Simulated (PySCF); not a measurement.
# [YbH3(NH3)]− at several levels of theory

Computed with PySCF 2.14.0 (density fitting, no spin-orbit coupling) at the geometry relaxed with PBE0:

```xyz
8
[YbH3(NH3)]− (singlet in the valence; each metal's 4f electrons, 14 of them, lie in its core potential, out of spins and levels)
Yb    0.0452   -0.3017   -0.0622
H     0.6881    1.9403    0.1565
H    -1.1323   -1.2453    1.6099
H     1.1447   -1.5756   -1.5571
N    -1.4756    1.4245   -1.3538
H    -2.3802    1.7664   -1.0317
H    -0.7291    1.9845   -0.8719
H    -1.4095    1.6124   -2.3532
```

```tsv
level	basis	state	HOMO (eV)	gap (eV)	charge on Yb1 (e)	population of f-type functions on Yb1 (polarisation alone where 4f lies in the core)	dipole about the centre of mass (D)	largest force component (eV/Å)
PBE0	Yb lcecp-0-SVP with ECP60, H def2-SVP, N def2-SVP	singlet	–	–	-0.13	0.00	4.63	0.01
BLYP	the same	singlet	–	–	-0.30	0.00	4.55	0.47
PBE0	Yb lcecp-0-TZVP with ECP60, H def2-TZVP, N def2-TZVP	singlet	–	–	0.35	0.01	4.28	0.32
```

In the lcecp rows the 4f levels are missing from HOMO and gap, and the state counts the valence alone.

Charges are Mulliken's, which hang on the basis. The relaxation used the grid (50, 194), these runs (75, 302) or, all-electron (x2c bases, spin-free X2C Hamiltonian), (99, 590).

What does CAM-B3LYP with Yb lcecp-0-SVP with ECP60, H def2-SVP, N def2-SVP give here?

state singlet, charge on Yb1 (e) -0.14, population of f-type functions on Yb1 (polarisation alone where 4f lies in the core) 0.00, dipole about the centre of mass (D) 4.70, largest force component (eV/Å) 0.08. Time: 4.5 s on 2 threads of Intel(R) Xeon(R) Platinum 8375C CPU @ 2.90GHz (Ice Lake), with other jobs on the host, from an already converged density.

An lcecp potential fixes the number of 4f electrons, so in runs with it no electron can move into or out of that shell.
